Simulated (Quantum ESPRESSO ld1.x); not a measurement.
Question: All-electron atom: the germanium ion Ge+ in [Ar] 3d10 4p3 (not the ground configuration). Calculated with ld1.x of Quantum ESPRESSO 7.5: Dirac Kohn-Sham, relativistic LDA (MacDonald-Vosko exchange, VWN5 correlation), spin-unpolarised, spherical densities, point nucleus; open shells are shared between the two j in proportion to 2j + 1. Some entries of the table are withheld. Estimate them.

| orbital | occ. | eigenvalue (hartree) | r(max) (bohr) |
|---|---|---|---|
| 1s1/2 | 2 | -401.145 | (1) |
| 2s1/2 | 2 | (2) | 0.1767 |
| 2p1/2 | 2 | -45.1871 | 0.1393 |
| 2p3/2 | 4 | -44.0239 | 0.1423 |
| 3s1/2 | 2 | -6.60707 | 0.5438 |
| 3p1/2 | 2 | -4.79928 | (3) |
| 3p3/2 | 4 | -4.64229 | (4) |
| 3d3/2 | 4 | (5) | 0.4999 |
| 3d5/2 | 6 | (6) | 0.5028 |
| 4p1/2 | 1 | -0.48265 | (7) |
| 4p3/2 | 2 | -0.47230 | (8) |

Answer: 
(1) 1s1/2 r(max) (bohr): 0.03083
(2) 2s1/2 eigenvalue (hartree): -50.6439
(3) 3p1/2 r(max) (bohr): 0.5379
(4) 3p3/2 r(max) (bohr): 0.5464
(5) 3d3/2 eigenvalue (hartree): -1.55561
(6) 3d5/2 eigenvalue (hartree): -1.53393
(7) 4p1/2 r(max) (bohr): 1.994
(8) 4p3/2 r(max) (bohr): 2.026
